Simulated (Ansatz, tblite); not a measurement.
Removing and adding an electron: Al₄As₄H₁₄, a cluster cut from wurtzite AlAs (hydrogen-capped). The state is a singlet with charge 0. Geometry: r2SCAN-D4/def2-SVP. Ansatz, gas phase; energy differences of separate SCF runs; the oxidised species was run as a doublet alone; the reduced species was run as a doublet alone.

Cartesian coordinates in Å:
```
Al 2.255 0.212 -1.686
As 0.403 -1.571 -1.882
Al 1.401 0.167 2.446
As 1.331 1.421 0.291
As -0.380 -1.602 1.861
Al -1.547 -1.652 -0.337
Al -0.759 2.716 -0.129
As -2.333 0.705 -0.483
H 3.554 -0.633 -1.320
H 2.104 1.056 -3.028
H 0.968 -2.970 -1.872
H -0.194 -1.609 -3.267
H 2.737 -0.685 2.601
H 0.738 0.988 3.639
H 2.354 2.514 0.514
H 0.141 -3.005 2.058
H -1.481 -1.655 2.891
H -2.620 -2.798 -0.571
H -0.745 3.436 -1.549
H -1.318 3.399 1.197
H -3.067 0.791 -1.799
H -3.540 0.772 0.421
```

The xTB rows come from tblite. Single mean-field runs in def2-TZVP are fitted with def2-universal-jkfit. HOMO above LUMO, or a gap near zero within one spin, warns that the state may not be the lowest or that an electron is smeared out.

| level | −HOMO (eV) | vertical IE (eV) | −LUMO (eV) | vertical EA (eV) | HOMO–LUMO gap (eV) | IE − EA (eV) | remarks |
| --- | --- | --- | --- | --- | --- | --- | --- |
| GFN1-xTB | 10.56 | 12.55 | 6.26 | 4.38 | 4.30 | 8.17 | – |
| GFN2-xTB | 9.91 | 11.93 | 6.87 | 4.94 | 3.03 | 6.99 | – |
| PBE-D4/def2-TZVP | 6.30 | – | 2.10 | 0.39 | 4.21 | – | HOMO above zero (-1 doublet), gap within one spin near zero (-1 doublet) |
| PBE0-D4/def2-TZVP | 7.36 | 8.79 | 1.35 | 0.19 | 6.01 | 8.60 | HOMO above zero (-1 doublet) |

Run but left out: PBE-D4/def2-TZVP (charge +1 doublet: an occupied level 0.07 eV above an empty one).   A HOMO above zero means that the electron is unbound at that level or that self-interaction error raises the level; the energy of removing that electron tells which. Raw xTB energy differences between charge states are shifted by several eV; the methods need an empirical correction for them. Sets without diffuse functions give affinities that are too small.
